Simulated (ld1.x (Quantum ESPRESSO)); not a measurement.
# Varying the TM potential for I

Base potential:

* Element: I
* Generator: ld1.x (Quantum ESPRESSO) 7.5
* Type: norm-conserving Troullier–Martins (Kleinman–Bylander form)
* Functional: LDA (PZ)
* Relativity: scalar-relativistic
* Frozen core: [Ar] 3d10
* Valence charge: 25
* Reference configuration: 4s2 4p6 4d10 5s2 5p4 (charge +1)
* Partial waves: 4s (bound): rc 1.00 bohr; 4p (bound): rc 1.30 bohr; 4d (bound): rc 1.35 bohr
* Local potential: the d channel
* Core correction: none

Occupied shells without a wave of their own: 5p, 5s. They enter only through the test configuration that unscreens the potential.

All-electron outer shells of the reference configuration (LDA (PZ), scalar-relativistic, ld1.x):

```json
{"shell": "3p", "level (eV)": "-868.55", "outermost node (bohr)": "0.13", "outermost maximum (bohr)": "0.28"}
{"shell": "3d", "level (eV)": "-615.86", "outermost node (bohr)": "–", "outermost maximum (bohr)": "0.23"}
{"shell": "4s", "level (eV)": "-189.74", "outermost node (bohr)": "0.37", "outermost maximum (bohr)": "0.68"}
{"shell": "4p", "level (eV)": "-136.91", "outermost node (bohr)": "0.37", "outermost maximum (bohr)": "0.72"}
{"shell": "4d", "level (eV)": "-59.88", "outermost node (bohr)": "0.35", "outermost maximum (bohr)": "0.78"}
{"shell": "5s", "level (eV)": "-26.52", "outermost node (bohr)": "0.88", "outermost maximum (bohr)": "1.68"}
{"shell": "5p", "level (eV)": "-15.54", "outermost node (bohr)": "0.96", "outermost maximum (bohr)": "1.97"}
```

Cutoffs, loose and tight: the cutoffs (Ry, on a coarse ladder) from which the occupation-weighted sum of valence levels, in a spherical-Bessel basis at the reference potential, stays within 10 and 1 mRy of its value at 400 Ry. They do not see the model core or the augmentation charge, which bear on the density cutoff. Test errors are all-electron minus pseudo excitation energies from the reference, over the configurations 4s2 4p6 4d10 5s2 5p5; 4s2 4p6 4d10 5s2 5p3; 4s2 4p6 4d10 5s2 5p2; 4s2 4p6 4d9 5s2 5p6; 4s2 4p6 4d10 5s1 5p5; 4s2 4p5 4d10 5s2 5p5; 4s2 4p6 4d9 5s2 5p5 (two spin-polarised tests are not counted in the largest error). A dash means not determined; rows that change the core or the reference have their own tests.

A true bound ghost makes a file unfit for plane-wave use even where its test errors are small: the radial tests pick states by their node count and pass the ghost by.

```csv
change,outcome,"cutoff, loose","cutoff, tight",bound ghosts,largest test error (meV)
base,"generated, misses its reference levels by 1.25 eV",180 Ry,300 Ry,none,-956
"all radii scaled by about 1.34 (s 1.34, p 1.74, d 1.82 bohr)",failed: run_pseudo: Errors in PS-KS equation,–,–,–,–
reference 4s2 4p6 4d10 5s1.5 5p5.5,"generated, misses its reference levels by 1.20 eV",180 Ry,300 Ry,none,-1827
wave 4p (bound): rc 1.30 bohr becomes 4p (bound): rc 1.48 bohr,"generated, misses its reference levels by 1.25 eV",180 Ry,300 Ry,none,-1287
functional PBEsol,"generated, misses its reference levels by 1.23 eV",180 Ry,300 Ry,none,-936
wave 4s (bound): rc 1.00 bohr becomes 4s (bound): rc 0.84 bohr,"generated, misses its reference levels by 0.32 eV",230 Ry,over 300 Ry,none,-934
"core [Kr], valence charge 17; reference 4d10 5s2 5p5; waves now 5s (bound): rc 1.35 bohr; 5p (bound): rc 2.20 bohr; 4d (bound): rc 1.35 bohr; local potential all-electron potential smoothed inside 1.45 bohr (lloc = -1); core correction a·sin(br)/r model core, default radius (core density twice the valence density)",generated,110 Ry,200 Ry,s,+89
"type ultrasoft; waves now 4s (bound): rcut 0.95, rcutus 1.00 bohr; 5s (bound): rcut 0.95, rcutus 1.00 bohr; 4p (bound): rcut 1.15, rcutus 1.30 bohr; 5p (bound): rcut 1.15, rcutus 1.30 bohr; 4d (bound): rcut 1.15, rcutus 1.35 bohr; 4d channel at 0.25 Ry: rcut 1.15, rcutus 1.35 bohr; local potential all-electron potential smoothed inside 0.95 bohr (lloc = -1); augmentation built from norm-conserving waves at rcut, not smoothed further",failed: run_pseudo: Errors in PS-KS equation,–,–,–,–
wave 4d (bound): rc 1.35 bohr becomes 4d (bound): rc 1.94 bohr,"generated, misses its reference levels by 3.08 eV",180 Ry,300 Ry,none,-4086
wave 4s (bound): rc 1.00 bohr becomes 4s (bound): rc 1.50 bohr,failed: run_pseudo: Errors in PS-KS equation,–,–,–,–
```
